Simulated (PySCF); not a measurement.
In(F)(Cl)(OH), HClFInO, SMILES [OH][In]([F])[Cl] (PBE0/def2-SVP optimised geometry):

```
5

In    -0.435    -0.211     0.000
F      1.516    -0.211     0.000
Cl    -1.516    -2.258     0.000
O     -1.378     1.527     0.000
H     -0.745     2.258     0.003
```

Level of theory: PBE0/def2-TZVP, def2 effective core potentials past Kr (PySCF 2.14.0).

Q: What are the frontier orbital energies and the dipole moment?

A: HOMO-2 -9.73 eV, HOMO-1 -9.43 eV, HOMO -9.40 eV, LUMO -2.84 eV, LUMO+1 -1.31 eV; dipole moment 1.41 D.

On the same geometry PBE/def2-TZVP, def2 effective core potentials past Kr in PySCF 2.14.0 gives HOMO-2 -8.21 eV, HOMO-1 -7.96 eV, HOMO -7.75 eV, LUMO -3.74 eV, LUMO+1 -2.02 eV; dipole moment 1.44 D.
